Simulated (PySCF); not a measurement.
C$_{4}$H$_{10}$Mg (SMILES [CH3][Mg][CH](C)C), singlet, at the geometry of the source list; PySCF with CASCI(4,4)+NEVPT2/STO-3G.

PySCF was given this input:
```python
from pyscf import gto, scf, mcscf, mrpt
import numpy

mol = gto.Mole()
mol.atom = '''
    Mg    0.64070000    0.54450000    1.22800000
    C    -0.51540000    2.09400000    2.13600000
    H    -1.18740000    1.66670000    2.88140000
    H    -1.12730000    2.51190000    1.33850000
    H     0.02980000    2.91120000    2.60500000
    C    -0.10410000   -0.53930000   -0.45480000
    C     0.19890000   -2.03080000   -0.33610000
    C     0.49470000    0.01840000   -1.74210000
    H    -1.19780000   -0.41440000   -0.51070000
    H    -0.17620000   -2.58530000   -1.20770000
    H     1.27560000   -2.20800000   -0.27420000
    H    -0.27360000   -2.45130000    0.55550000
    H     0.25460000    1.08030000   -1.84730000
    H     0.10490000   -0.50410000   -2.62440000
    H     1.58260000   -0.09370000   -1.74710000
'''
mol.basis = 'sto-3g'
mol.verbose = 4
mol.build()

mf = scf.RHF(mol)
mf.kernel()
mc = mcscf.CASCI(mf, 4, 4)
mc.fix_spin_(ss=0.0)
mc.kernel()
occ = numpy.linalg.eigvalsh(mc.fcisolver.make_rdm1(mc.ci, mc.ncas, mc.nelecas))[::-1]
ss = mc.fcisolver.spin_square(mc.ci, mc.ncas, mc.nelecas)[0]
print('natural occupations', occ.round(4), ' <S^2>', round(ss, 4))
e2 = mrpt.NEVPT(mc).kernel()
print('E(NEVPT2) = %.10f' % (mc.e_tot + e2))
```

It wrote (shortened):

```
PySCF version 2.14.0

[INPUT] verbose = 4
[INPUT] num. atoms = 15
[INPUT] num. electrons = 46
[INPUT] charge = 0
[INPUT] spin (= nelec alpha-beta = 2S) = 0
[INPUT] symmetry False subgroup None
[INPUT] Mole.unit = angstrom
[INPUT] Symbol           X                Y                Z      unit          X                Y                Z       unit  Magmom
[...]
nuclear repulsion = 192.563460225738
number of shells = 27
number of NR pGTOs = 117
number of NR cGTOs = 39
basis = sto-3g
ecp = {}

******** <class 'pyscf.scf.hf.RHF'> ********
method = RHF
initial guess = minao
damping factor = 0
level_shift factor = 0
DIIS = <class 'pyscf.scf.diis.CDIIS'>
diis_start_cycle = 1
diis_space = 8
diis_damp = 0
SCF conv_tol = 1e-09
SCF conv_tol_grad = None
SCF max_cycles = 50
direct_scf = True
direct_scf_tol = 1e-13
Set gradient conv threshold to 3.16228e-05
Initial guess from minao.
init E= -352.674687317351
[...]
cycle= 1 E= -352.496717069949  delta_E= 0.178  |g|= 0.332  |ddm|= 4.35
[...]
cycle= 2 E= -352.53832179424  delta_E= -0.0416  |g|= 0.0814  |ddm|= 0.594
[...]
cycle= 3 E= -352.5419694717  delta_E= -0.00365  |g|= 0.0293  |ddm|= 0.178
[...]
cycle= 4 E= -352.542417120001  delta_E= -0.000448  |g|= 0.00349  |ddm|= 0.0686
[...]
cycle= 5 E= -352.542428248332  delta_E= -1.11e-05  |g|= 0.00117  |ddm|= 0.0104
[...]
cycle= 6 E= -352.542429290643  delta_E= -1.04e-06  |g|= 0.000229  |ddm|= 0.00336
[...]
cycle= 7 E= -352.542429346707  delta_E= -5.61e-08  |g|= 8.38e-05  |ddm|= 0.000814
[...]
cycle= 8 E= -352.542429352988  delta_E= -6.28e-09  |g|= 1.49e-05  |ddm|= 0.00028
[...]
cycle= 9 E= -352.542429353221  delta_E= -2.33e-10  |g|= 2.18e-06  |ddm|= 5.78e-05
[...]
Extra cycle  E= -352.542429353223  delta_E= -2.73e-12  |g|= 6.58e-07  |ddm|= 4.21e-06
converged SCF energy = -352.542429353223

******** <class 'pyscf.mcscf.casci.CASCI'> ********
CAS (2e+2e, 4o), ncore = 21, nvir = 14
natorb = False
canonicalization = True
sorting_mo_energy = False
******** <class 'pyscf.fci.addons.SpinPenaltyFCISolver'> ********
max. cycles = 200
conv_tol = 1e-08
davidson only = True
linear dependence = 1e-12
level shift = 0.001
max iter space = 12
nroots = 1
pspace_size = 400
spin = None
Density matrix diagonal elements [1.99256662e+00 1.99628874e+00 9.93845123e-03 1.20618779e-03]
CASCI converged
CASCI E = -352.547247495852  E(CI) = -2.70067775552729  S^2 = 0.0000000
natural occupations [1.9963e+00 1.9933e+00 9.2000e-03 1.2000e-03]  <S^2> 0.0

******** <class 'pyscf.mrpt.nevpt2.NEVPT'> ********
NEVPT2 (2e+2e, 4o), ncore = 21, nvir = 14
root = 0
Natural occ [1.99630236e+00 1.99331301e+00 9.17872389e-03 1.20590323e-03]
Natural orbital (expansion on meta-Lowdin AOs) in CAS space
               #1        #2        #3        #4
0 Mg 1s          0.00010   0.00058   0.00150   0.00000
0 Mg 2s         -0.00049  -0.00122  -0.00668  -0.00001
0 Mg 3s          0.06181   0.56538   0.71348   0.00128
0 Mg 2px        -0.00071   0.00002  -0.01578  -0.01136
0 Mg 2py         0.00528  -0.00022   0.00432  -0.01795
0 Mg 2pz         0.00535  -0.00016  -0.00613   0.01658
0 Mg 3px         0.01558  -0.03844   0.42306   0.40884
0 Mg 3py        -0.16871   0.03484  -0.11573   0.64813
0 Mg 3pz        -0.16766   0.01302   0.16552  -0.59490
1 C 1s           0.00055   0.00009   0.00158  -0.00001
1 C 2s          -0.19383   0.15573  -0.17891  -0.00039
1 C 2px         -0.34446   0.40050  -0.18458   0.04042
1 C 2py          0.38582  -0.42057   0.22945   0.06047
1 C 2pz          0.20357  -0.20526   0.12647  -0.04120
2 H 1s           0.07091  -0.10243   0.02119   0.09611
3 H 1s           0.05987  -0.11627   0.04042  -0.04252
4 H 1s           0.08157  -0.07952  -0.00086  -0.05377
5 C 1s          -0.00035   0.00032   0.00152  -0.00003
5 C 2s           0.21317   0.08220  -0.17099   0.00120
5 C 2px          0.24012   0.16537  -0.09669   0.03770
5 C 2py          0.31938   0.18633  -0.16434   0.07061
5 C 2pz          0.51497   0.31079  -0.24375  -0.06305
6 C 1s           0.00074   0.00042   0.00021  -0.00081
6 C 2s          -0.03953  -0.02296  -0.01934   0.05475
6 C 2px         -0.01309  -0.02733  -0.01583  -0.03574
6 C 2py         -0.11999  -0.08195   0.00777   0.03630
6 C 2pz         -0.05507  -0.06498  -0.00963  -0.01285
7 C 1s           0.00068   0.00045   0.00001   0.00130
7 C 2s          -0.03521  -0.02513  -0.00520  -0.08625
7 C 2px         -0.00017  -0.01867  -0.02673   0.04673
7 C 2py         -0.00937  -0.02819  -0.01296   0.04369
7 C 2pz         -0.12570  -0.10865   0.01005  -0.03241
8 H 1s          -0.08699  -0.09942   0.04414   0.02989
9 H 1s           0.16593   0.12948  -0.03190  -0.04546
10 H 1s         -0.05176  -0.05191   0.03010   0.00515
11 H 1s         -0.04370  -0.03391   0.01971  -0.00965
12 H 1s         -0.04807  -0.03668   0.01758   0.00477
13 H 1s          0.16250   0.13368  -0.04283   0.07330
14 H 1s         -0.05027  -0.05064   0.02860   0.00522
<CAS-nat-orb|mo-hf>  22     23       0.99871041
<CAS-nat-orb|mo-hf>  23     22       0.99852039
<CAS-nat-orb|mo-hf>  24     24       0.99979380
<CAS-nat-orb|mo-hf>  25     25       0.99998531
Sr    (-1)',   E = -0.00842936176635
Si    (+1)',   E = -0.00109900299873
Sijrs (0)  ,   E = -0.17015026634109
Sijr  (+1) ,   E = -0.01227493043331
Srsi  (-1) ,   E = -0.02658132011176
Srs   (-2) ,   E = -0.00678374786669
Sij   (+2) ,   E = -0.00382490839194
Sir   (0)' ,   E = -0.01309098417988
Nevpt2 Energy = -0.242234522089747
E(NEVPT2) = -352.7894820179
```
